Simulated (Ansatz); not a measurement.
C2H6F2OSn, singlet, geometry from GFN2-xTB (such geometries of metal compounds can be far from the true shape) (all electrons, no relativity); Ansatz (an electronic-structure program) with SC-NEVPT2/STO-3G, CASSCF(2,2).

Ansatz was given this input:
Ansatz 0.2 input:
```yaml
crystal:
  periodic: [false, false, false]
  atoms:
    - {symbol: Sn, position_ang: [0.58026082, 0.25686827, 0.45704475]}
    - {symbol: F, position_ang: [1.58404184, -1.34137961, 0.00028482]}
    - {symbol: F, position_ang: [1.16820006, 1.42380053, -0.97924823]}
    - {symbol: O, position_ang: [-1.28506706, -0.13649788, 0.15238199]}
    - {symbol: C, position_ang: [-1.79919142, -0.64350396, -1.07104410]}
    - {symbol: C, position_ang: [-3.28825890, -0.86785156, -0.86248872]}
    - {symbol: H, position_ang: [0.91205130, 0.85337845, 1.98977269]}
    - {symbol: H, position_ang: [-1.63586888, 0.07555877, -1.88216333]}
    - {symbol: H, position_ang: [-1.31025131, -1.58913457, -1.33361205]}
    - {symbol: H, position_ang: [-3.77005980, 0.06890617, -0.59748994]}
    - {symbol: H, position_ang: [-3.72743246, -1.25366050, -1.77815519]}
    - {symbol: H, position_ang: [-3.44641817, -1.58013386, -0.05777780]}
basis:
  gaussian:
    orbitals: STO-3G
magnetization: {spin_polarized: false}
correlation: {method: sc_nevpt2, electrons: all, active_space: {window: {electrons: 2, orbitals: 2}}}
```

The log (banner, timings and long lists left out):

```
Functional definition: HF
816 factors; integrals over basis functions are off by at most 3.5e-5 eV
mean field evaluation 1: about -171741.1696 eV, gradient 3.0e1 eV
mean field evaluation 2: about -171741.3934 eV, gradient 3.0e1 eV
mean field evaluation 4: about -171745.8951 eV, gradient 2.2e0 eV
mean field evaluation 8: about -171745.9239 eV, gradient 9.8e-5 eV
mean field -171745.92385527 eV, -6311.5462881130 hartree, gradient 1.0e-6 eV, S^2 0.000000; 0 other end points of the search recorded, 0 dependent functions left out
reference -171745.92385527 eV, -6311.5462881130 hartree; 47, 47 occupied and 11, 11 virtual orbitals, 816 factors
state -171746.50932516 eV, -6311.5678037345 hartree
state -171746.50932516 eV, -6311.5678037345 hartree; corrected -171751.58586018 eV, -6311.7543629556 hartree
state -171746.50914366 eV, -6311.5677970644 hartree
state -171746.50914366 eV, -6311.5677970644 hartree; corrected -171751.58545661 eV, -6311.7543481246 hartree
state -171746.50932516 eV, -6311.5678037345 hartree; corrected -171751.58586018 eV, -6311.7543629556 hartree
state -171746.30524250 eV, -6311.5603038351 hartree
state -171746.30524250 eV, -6311.5603038351 hartree; corrected -171751.50573086 eV, -6311.7514182573 hartree
state -171746.50932516 eV, -6311.5678037345 hartree; corrected -171751.58586018 eV, -6311.7543629556 hartree
Total energy: -171751.58586018 eV, -6311.7543629556 hartree
```
